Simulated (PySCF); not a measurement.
Al(AsH2)(H)2 (AlAsH4), SMILES [AlH2][AsH2]. Atoms are numbered in the order given.

```xyz
6

Al    -1.6696     0.0085     0.0000
As     0.7568    -0.0614     0.0000
H      0.8210     0.9798     1.1084
H      0.8210     0.9798    -1.1084
H     -2.4561    -0.0223    -1.3776
H     -2.4561    -0.0223     1.3776
```
Charge 0, spin multiplicity 1.

Geometry: PBE0-D3(BJ)/def2-TZVP.

These are B3LYP/def2-TZVPD (PySCF) values and carry that method's errors.

The molecule is in vacuum.

The total energy is -2480.77746 hartree and the point group is Cs. The highest occupied level is -6.97 eV and the lowest empty level is -1.92 eV. The orbital gap comes out as 5.06 eV, the dipole moment comes out as 0.35 D and the quadrupole, principal values (traceless, Buckingham form, about the centre of nuclear charge) is -4.35, -1.36, 5.71 D·Å. The mean static polarisability is 67.7 bohr³ (10.04 Å³) and the polarisability, principal values comes out as 55.5, 61.8, 86.0 bohr³.
